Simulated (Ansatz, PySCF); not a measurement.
CH2Cl2, triplet, at the geometry of the source list (a higher spin typed on purpose: for a closed-shell molecule this is an excited state). Base run: MP2/def2-SVP in PySCF.

The PySCF input:
```python
from pyscf import gto, scf, mp

mol = gto.Mole()
mol.atom = '''
    Cl   -1.449200    0.862500   -0.041200
    C    -0.002200   -0.155500    0.009000
    Cl    1.473300    0.819800   -0.055700
    H    -0.005700   -0.711500    0.945800
    H    -0.016200   -0.815300   -0.857800
'''
mol.basis = 'def2-svp'
mol.charge = 0
mol.spin = 2
mol.verbose = 4
mol.build()

mf = scf.UHF(mol)
mf.kernel()

pt = mp.MP2(mf)
pt.kernel()
print('E(MP2) = %.10f' % pt.e_tot)
```

The same geometry, method and basis name were run in Ansatz (a program for electronic structure) and PySCF, at each program's defaults and at the settings that a row names. The base is PySCF at its defaults. Differences at the defaults can come from grids, fitting, cores and function types together. The rows with settings made alike still differ; the cause (another SCF solution, basis table, core potential or functional code) wasn't traced.

```csv
code and settings,ΔE vs base (mEh),basis functions,E (Eh),SCF cycles,SCF-reference dipole (D)
"PySCF, defaults (exact integrals, spherical functions, all electrons correlated)",0.000,60,-957.84525,14,1.62
"Ansatz, defaults (factorised integrals, spherical functions, frozen core)",13.932,60,-957.83132,-,-
"PySCF, frozen core",20.550,60,-957.82470,14,1.62
"Ansatz, high accuracy, frozen core",13.926,60,-957.83133,-,-
```

Open shells are given as the SCF converged; they aren't shown to be the lowest states, and a large step between rows can be another state.
